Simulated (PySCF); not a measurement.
BI3, triplet, at a GFN2-xTB geometry (a higher spin typed on purpose: for a closed-shell molecule this is an excited state) (core potentials on I); DF-HF/def2-SVP (PySCF).

Input for PySCF:
```python
from pyscf import gto, scf

mol = gto.Mole()
mol.atom = '''
    B    -0.00000000   -0.00000000    0.00000000
    I     2.06079460   -0.36066386   -0.61755843
    I    -0.76527340   -0.90866053    1.82948732
    I    -1.29552119    1.26932438   -1.21192889
'''
mol.basis = 'def2-svp'
mol.ecp = {'I': 'def2-svp'}
mol.spin = 2
mol.verbose = 4
mol.build()

mf = scf.UHF(mol)
mf = mf.density_fit(auxbasis='def2-universal-jkfit')
mf.kernel()
mf.analyze()
```

### Question
What does PySCF print? Leave out banner, timings and long lists.

### Answer

```
PySCF version 2.14.0

[INPUT] verbose = 4
[INPUT] num. atoms = 4
[INPUT] num. electrons = 80
[INPUT] charge = 0
[INPUT] spin (= nelec alpha-beta = 2S) = 2
[INPUT] symmetry False subgroup None
[INPUT] Mole.unit = angstrom
[INPUT] Symbol           X                Y                Z      unit          X                Y                Z       unit  Magmom
[...]
nuclear repulsion = 353.583365259369
number of shells = 36
number of NR pGTOs = 207
number of NR cGTOs = 92
basis = def2-svp
ecp = {'I': 'def2-svp'}

******** <class 'pyscf.df.df_jk.DFUHF'> ********
method = DFUHF
initial guess = minao
damping factor = 0
level_shift factor = 0
DIIS = <class 'pyscf.scf.diis.CDIIS'>
diis_start_cycle = 1
diis_space = 8
diis_damp = 0
SCF conv_tol = 1e-09
SCF conv_tol_grad = None
SCF max_cycles = 50
direct_scf = False
number electrons alpha = 41  beta = 39
Set gradient conv threshold to 3.16228e-05
******** <class 'pyscf.df.df.DF'> ********
auxbasis = def2-universal-jkfit
init E= -817.812758864918

cycle= 1 E= -912.267683361482  delta_E= -94.5  |g|= 2.47  |ddm|= 9.36
cycle= 2 E= -914.289110184596  delta_E= -2.02  |g|= 0.843  |ddm|= 6.61

cycle= 3 E= -914.469097405614  delta_E= -0.18  |g|= 0.0816  |ddm|= 1.03
cycle= 4 E= -914.472404726214  delta_E= -0.00331  |g|= 0.0502  |ddm|= 0.234
cycle= 5 E= -914.474213399252  delta_E= -0.00181  |g|= 0.00673  |ddm|= 0.138
cycle= 6 E= -914.474302975831  delta_E= -8.96e-05  |g|= 0.00175  |ddm|= 0.0379
cycle= 7 E= -914.474311516779  delta_E= -8.54e-06  |g|= 0.0007  |ddm|= 0.0111
cycle= 8 E= -914.474313072662  delta_E= -1.56e-06  |g|= 0.000289  |ddm|= 0.00412
cycle= 9 E= -914.474313369615  delta_E= -2.97e-07  |g|= 7.38e-05  |ddm|= 0.00283
cycle= 10 E= -914.47431338669  delta_E= -1.71e-08  |g|= 1.58e-05  |ddm|= 0.000805
cycle= 11 E= -914.474313387366  delta_E= -6.76e-10  |g|= 3.96e-06  |ddm|= 0.000131
Extra cycle  E= -914.474313387403  delta_E= -3.62e-11  |g|= 2.27e-06  |ddm|= 1.8e-05
converged SCF energy = -914.474313387403  <S^2> = 2.0273606  2S+1 = 3.0181853
**** SCF Summaries ****
Total Energy =                        -914.474313387402503
Nuclear Repulsion Energy =             353.583365259369316
One-electron Energy =                -2290.746333224166392
Two-electron Energy =                 1022.688654577394459
Two-electron Coulomb Energy =         1090.069323388329622
DFT Exchange-Correlation Energy =      -67.380668810935163
**** MO energy ****
                             alpha | beta                alpha | beta
[...]
[...]
spin_pop of  1 I 6px       0.02023
spin_pop of  1 I 6py       0.23047
spin_pop of  1 I 6pz       0.11637
spin_pop of  1 I 7px       0.21009
spin_pop of  1 I 7py      -0.00128
spin_pop of  1 I 7pz       0.00109
spin_pop of  1 I 4dxy     -0.00163
spin_pop of  1 I 4dyz     -0.00054
spin_pop of  1 I 4dz^2    -0.00026
spin_pop of  1 I 4dxz      0.00347
spin_pop of  1 I 4dx2-y2    0.00013
spin_pop of  1 I 5dxy      0.00270
spin_pop of  1 I 5dyz      0.00440
spin_pop of  1 I 5dz^2     0.00449
spin_pop of  1 I 5dxz      0.00780
spin_pop of  1 I 5dx2-y2    0.00120
spin_pop of  2 I 4s       -0.00002
spin_pop of  2 I 5s        0.00820
spin_pop of  2 I 6s        0.00514
spin_pop of  2 I 7s        0.00280
spin_pop of  2 I 4px      -0.00001
spin_pop of  2 I 4py       0.00500
spin_pop of  2 I 4pz       0.00162
spin_pop of  2 I 5px       0.00859
spin_pop of  2 I 5py       0.00050
spin_pop of  2 I 5pz       0.00020
spin_pop of  2 I 6px       0.00325
spin_pop of  2 I 6py       0.30072
spin_pop of  2 I 6pz       0.10103
spin_pop of  2 I 7px       0.17187
spin_pop of  2 I 7py       0.00182
spin_pop of  2 I 7pz       0.00054
spin_pop of  2 I 4dxy      0.00130
spin_pop of  2 I 4dyz      0.00172
spin_pop of  2 I 4dz^2     0.00003
spin_pop of  2 I 4dxz     -0.00206
spin_pop of  2 I 4dx2-y2    0.00020
spin_pop of  2 I 5dxy      0.00468
spin_pop of  2 I 5dyz      0.00606
spin_pop of  2 I 5dz^2     0.00532
spin_pop of  2 I 5dxz      0.00232
spin_pop of  2 I 5dx2-y2    0.00295
spin_pop of  3 I 4s       -0.00002
spin_pop of  3 I 5s        0.00826
spin_pop of  3 I 6s        0.00496
spin_pop of  3 I 7s        0.00288
spin_pop of  3 I 4px       0.00010
spin_pop of  3 I 4py       0.00420
spin_pop of  3 I 4pz       0.00104
spin_pop of  3 I 5px       0.01669
spin_pop of  3 I 5py       0.00052
spin_pop of  3 I 5pz       0.00021
spin_pop of  3 I 6px       0.01400
spin_pop of  3 I 6py       0.27824
spin_pop of  3 I 6pz       0.08514
spin_pop of  3 I 7px       0.19635
spin_pop of  3 I 7py       0.00080
spin_pop of  3 I 7pz      -0.00009
spin_pop of  3 I 4dxy      0.00056
spin_pop of  3 I 4dyz     -0.00203
spin_pop of  3 I 4dz^2     0.00182
spin_pop of  3 I 4dxz     -0.00172
spin_pop of  3 I 4dx2-y2    0.00017
spin_pop of  3 I 5dxy      0.00427
spin_pop of  3 I 5dyz      0.00195
spin_pop of  3 I 5dz^2     0.00822
spin_pop of  3 I 5dxz      0.00178
spin_pop of  3 I 5dx2-y2    0.00860
In total            41.00000 | 39.00000
Dipole moment(X, Y, Z, Debye):  0.00000, -0.00000,  0.00000
```
